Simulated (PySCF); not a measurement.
HAl, charge -1, doublet, at the geometry of the source list (a state made from the parent by changing its charge; the spin is typed, not shown lowest) (in this run its highest filled SCF level lies above zero, so its values depend strongly on the basis, on diffuse functions most of all); CISD/def2-SVP (PySCF).

Input for PySCF:
```python
from pyscf import gto, scf, ci

mol = gto.M(
    atom='''
Al    0.449500    0.136300   -0.657200
H    -0.449500   -0.136300    0.657200
''',
    basis='def2-svp',
    charge=-1,
    spin=1,
    verbose=4,
)

mf = scf.UHF(mol)
mf.kernel()

myci = ci.CISD(mf)
myci.kernel()
print('E(CISD) = %.10f' % myci.e_tot)
mf.analyze()
```

What the program printed (banner, timings and long lists left out):

```
PySCF version 2.14.0

[INPUT] verbose = 4
[INPUT] num. atoms = 2
[INPUT] num. electrons = 15
[INPUT] charge = -1
[INPUT] spin (= nelec alpha-beta = 2S) = 1
[INPUT] symmetry False subgroup None
[INPUT] Mole.unit = angstrom
[INPUT] Symbol           X                Y                Z      unit          X                Y                Z       unit  Magmom
[INPUT]  1 Al     0.449500000000   0.136300000000  -0.657200000000 AA    0.849431892992   0.257569670778  -1.241928009064 Bohr   0.0
[INPUT]  2 H     -0.449500000000  -0.136300000000   0.657200000000 AA   -0.849431892992  -0.257569670778   1.241928009064 Bohr   0.0

nuclear repulsion = 4.25805232075021
number of shells = 11
number of NR pGTOs = 43
number of NR cGTOs = 23
basis = def2-svp
ecp = {}

******** <class 'pyscf.scf.uhf.UHF'> ********
method = UHF
initial guess = minao
damping factor = 0
level_shift factor = 0
DIIS = <class 'pyscf.scf.diis.CDIIS'>
diis_start_cycle = 1
diis_space = 8
diis_damp = 0
SCF conv_tol = 1e-09
SCF conv_tol_grad = None
SCF max_cycles = 50
direct_scf = True
direct_scf_tol = 1e-13
number electrons alpha = 8  beta = 7
Set gradient conv threshold to 3.16228e-05
init E= -242.141993338107

cycle= 1 E= -242.333585105105  delta_E= -0.192  |g|= 0.0966  |ddm|= 1.06
cycle= 2 E= -242.348298845876  delta_E= -0.0147  |g|= 0.0281  |ddm|= 0.423
cycle= 3 E= -242.349839818541  delta_E= -0.00154  |g|= 0.00904  |ddm|= 0.134
cycle= 4 E= -242.350074862365  delta_E= -0.000235  |g|= 0.00322  |ddm|= 0.0612
cycle= 5 E= -242.350116301999  delta_E= -4.14e-05  |g|= 0.0013  |ddm|= 0.0291
cycle= 6 E= -242.35012516865  delta_E= -8.87e-06  |g|= 0.000571  |ddm|= 0.015
cycle= 7 E= -242.350126838914  delta_E= -1.67e-06  |g|= 0.000227  |ddm|= 0.00672
cycle= 8 E= -242.350127050971  delta_E= -2.12e-07  |g|= 4.51e-05  |ddm|= 0.00243
cycle= 9 E= -242.350127056872  delta_E= -5.9e-09  |g|= 6.77e-06  |ddm|= 0.000362
cycle= 10 E= -242.350127056984  delta_E= -1.13e-10  |g|= 1.32e-06  |ddm|= 5.46e-05
Extra cycle  E= -242.350127056988  delta_E= -4.15e-12  |g|= 7.21e-07  |ddm|= 5.88e-06
converged SCF energy = -242.350127056988  <S^2> = 0.76639483  2S+1 = 2.0163282

******** <class 'pyscf.ci.ucisd.UCISD'> ********
CISD nocc = (np.int64(8), np.int64(7)), nmo = (23, 23)
max_cycle = 50
direct = 0
conv_tol = 1e-09
max_cycle = 50
max_space = 12
lindep = 0
nroots = 1
Init t2, MP2 energy = -0.0600976147692529
UCISD converged
E(UCISD) = -242.4270811673991  E_corr = -0.07695411041061714
E(CISD) = -242.4270811674
**** SCF Summaries ****
Total Energy =                        -242.350127056988470
Nuclear Repulsion Energy =               4.258052320750209
One-electron Energy =                 -349.171832992563395
Two-electron Energy =                  102.563653614824702
Two-electron Coulomb Energy =          121.185318677606503
DFT Exchange-Correlation Energy =      -18.621665062781801
**** MO energy ****
                             alpha | beta                alpha | beta
MO #1   energy= -58.2046431703135  | -58.202508587078   occ= 1 | 1
MO #2   energy= -4.63816042750757  | -4.63527095763147  occ= 1 | 1
MO #3   energy= -2.95673721846921  | -2.95153694482532  occ= 1 | 1
MO #4   energy= -2.95263568814071  | -2.9497920095206   occ= 1 | 1
MO #5   energy= -2.95038932809834  | -2.94385284496757  occ= 1 | 1
MO #6   energy= -0.28759249802792  | -0.259494999108777 occ= 1 | 1
MO #7   energy= -0.0731883293648239 | -0.0472544888859989 occ= 1 | 1
MO #8   energy= 0.00853111649670302 | 0.252233429975534  occ= 1 | 0
MO #9   energy= 0.236333457009415  | 0.286971313780967  occ= 0 | 0
MO #10  energy= 0.349719606383923  | 0.369968508870016  occ= 0 | 0
MO #11  energy= 0.413860100163641  | 0.429493590442689  occ= 0 | 0
MO #12  energy= 0.674380462088886  | 0.675812325834847  occ= 0 | 0
MO #13  energy= 0.686320228201619  | 0.715372184460259  occ= 0 | 0
MO #14  energy= 0.709965962259653  | 0.747300165431026  occ= 0 | 0
MO #15  energy= 0.839816752683377  | 0.853215382190996  occ= 0 | 0
MO #16  energy= 0.843441334696512  | 0.880571341880542  occ= 0 | 0

To work with the spin densities directly, `use mulliken_meta_spin()` only printing them here.

 ** Mulliken spin pop alpha/beta on meta-lowdin orthogonal AOs **
 ** Mulliken Spin Density (per AO)  **
spin_pop of  0 Al 1s        0.00000
spin_pop of  0 Al 2s        0.00003
spin_pop of  0 Al 3s        0.04771
spin_pop of  0 Al 4s        0.01146
spin_pop of  0 Al 2px      -0.00000
spin_pop of  0 Al 2py       0.00000
spin_pop of  0 Al 2pz      -0.00000
spin_pop of  0 Al 3px       0.07453
spin_pop of  0 Al 3py       0.73399
spin_pop of  0 Al 3pz       0.11310
spin_pop of  0 Al 4px       0.00187
spin_pop of  0 Al 4py       0.02023
spin_pop of  0 Al 4pz       0.00273
spin_pop of  0 Al 3dxy     -0.00013
spin_pop of  0 Al 3dyz      0.00054
spin_pop of  0 Al 3dz^2     0.00063
spin_pop of  0 Al 3dxz      0.00101
spin_pop of  0 Al 3dx2-y2    0.00051
spin_pop of  1 H 1s       -0.00981
spin_pop of  1 H 2s        0.00171
spin_pop of  1 H 2px      -0.00005
spin_pop of  1 H 2py       0.00004
spin_pop of  1 H 2pz      -0.00012
 ** Mulliken Spin Density (per atom)  **
spin density of  0 Al =      1.00822
spin density of  1 H =     -0.00822
 ** Mulliken pop alpha/beta on meta-lowdin orthogonal AOs **
 ** Mulliken pop       alpha | beta **
pop of  0 Al 1s        1.00000 | 1.00000
pop of  0 Al 2s        0.99999 | 0.99996
pop of  0 Al 3s        0.88533 | 0.83762
pop of  0 Al 4s        0.03049 | 0.01903
pop of  0 Al 2px       0.99999 | 0.99999
pop of  0 Al 2py       1.00000 | 1.00000
pop of  0 Al 2pz       1.00000 | 1.00000
pop of  0 Al 3px       0.23052 | 0.15598
pop of  0 Al 3py       0.74834 | 0.01434
pop of  0 Al 3pz       0.44653 | 0.33343
pop of  0 Al 4px       0.00297 | 0.00110
pop of  0 Al 4py       0.02033 | 0.00010
pop of  0 Al 4pz       0.00507 | 0.00234
pop of  0 Al 3dxy      0.00035 | 0.00047
pop of  0 Al 3dyz      0.00102 | 0.00048
pop of  0 Al 3dz^2     0.00153 | 0.00090
pop of  0 Al 3dxz      0.00333 | 0.00232
pop of  0 Al 3dx2-y2    0.00099 | 0.00048
pop of  1 H 1s        0.61949 | 0.62930
pop of  1 H 2s        0.00292 | 0.00121
pop of  1 H 2px       0.00024 | 0.00030
pop of  1 H 2py       0.00007 | 0.00003
pop of  1 H 2pz       0.00052 | 0.00063
In total             8.00000 | 7.00000
 ** Mulliken atomic charges   ( Nelec_alpha | Nelec_beta ) **
charge of  0Al =     -0.74530  (     7.37676      6.36854 )
charge of  1H =     -0.25470  (     0.62324      0.63146 )

WARN: System has nonzero charge -1; the dipole moment is origin-dependent.
Location of origin: [0. 0. 0.]

Dipole moment(X, Y, Z, Debye): -2.42998, -0.73683,  3.55279
```
